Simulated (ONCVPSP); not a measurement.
# Scattering properties, ONCV potential for chromium (Cr)

chromium, optimised norm-conserving Vanderbilt (ONCV), made with ONCVPSP 4.0.1 (PBE, scalar-relativistic). Core [Ar], reference 3d5 4s1. Waves: 4s: rc 2.95 bohr, ncon 3, nbas 7, qcut 2.3 1/bohr, 2 projectors, debl 0.4 Ha; p scattering state at 0.06 Ha: rc 3.15 bohr, ncon 3, nbas 7, qcut 2.7 1/bohr, 2 projectors, debl 2.6 Ha; 3d: rc 1.65 bohr, ncon 4, nbas 9, qcut 9.2 1/bohr, 2 projectors, debl 2.8 Ha. Local part: polynomial inside 1.60 bohr (lpopt 3, dvloc0 6 Ha). Core correction: none.

In the p channel the program set the typed energies aside and used 0.050, 2.650 Ha.

The phase is arctan(r·R′/R) of the radial function R(r), unwrapped; energies in Ha, scanned from -2 to 5 Ha. A pole is an energy at which the radial function vanishes at the test radius. The pseudo phase is shifted by a multiple of π to meet the all-electron one at the reference energy, and phase errors are pseudo minus all-electron; the curves can meet again beyond the range given. Levels narrower than the energy grid can be missing from the lists of poles. n/a: not evaluated, since a narrow level or a reset projector energy made the automatic matching unsafe.

| channel | radius (bohr) | reference energy (Ha) | poles, all-electron | poles, pseudo | unbroken range about the reference energy with phases within 0.05 rad | phase error 1 Ha above the reference energy (rad) |
| --- | --- | --- | --- | --- | --- | --- |
| s | 2.99 | -0.15 | 0.53, 3.58 | 0.53, 3.11 | below 1.5 | -0.001 |
| p | 3.19 | 0.05 | 0.74, 3.36 | 0.72, 3.28 | n/a | n/a |
| d | 1.67 | -0.11 | 0.49 | 0.49 | the whole range | +0.001 |

Phases in the p channel:

```json
{"E (Ha)": "-1.98", "all-electron": "1.373", "pseudo": "-1.767"}
{"E (Ha)": "-1.62", "all-electron": "-1.774", "pseudo": "-1.795"}
{"E (Ha)": "-1.26", "all-electron": "-1.833", "pseudo": "-1.837"}
{"E (Ha)": "-0.90", "all-electron": "-1.908", "pseudo": "-1.912"}
{"E (Ha)": "-0.54", "all-electron": "-2.082", "pseudo": "-2.087"}
{"E (Ha)": "-0.18", "all-electron": "-2.844", "pseudo": "-2.850"}
{"E (Ha)": "0.18", "all-electron": "-4.299", "pseudo": "-4.300"}
{"E (Ha)": "0.54", "all-electron": "-4.627", "pseudo": "-4.633"}
{"E (Ha)": "0.90", "all-electron": "-4.772", "pseudo": "-4.784"}
{"E (Ha)": "1.26", "all-electron": "-4.930", "pseudo": "-4.964"}
{"E (Ha)": "1.62", "all-electron": "-5.477", "pseudo": "-5.682"}
{"E (Ha)": "1.98", "all-electron": "-7.332", "pseudo": "-7.382"}
{"E (Ha)": "2.34", "all-electron": "-7.661", "pseudo": "-7.664"}
{"E (Ha)": "2.70", "all-electron": "-7.762", "pseudo": "-7.762"}
{"E (Ha)": "3.06", "all-electron": "-7.818", "pseudo": "-7.822"}
{"E (Ha)": "3.42", "all-electron": "-7.861", "pseudo": "-7.875"}
{"E (Ha)": "3.78", "all-electron": "-7.903", "pseudo": "-7.953"}
{"E (Ha)": "4.14", "all-electron": "-7.957", "pseudo": "-8.242"}
{"E (Ha)": "4.50", "all-electron": "-8.060", "pseudo": "-10.602"}
{"E (Ha)": "4.86", "all-electron": "-8.486", "pseudo": "-10.858"}
```
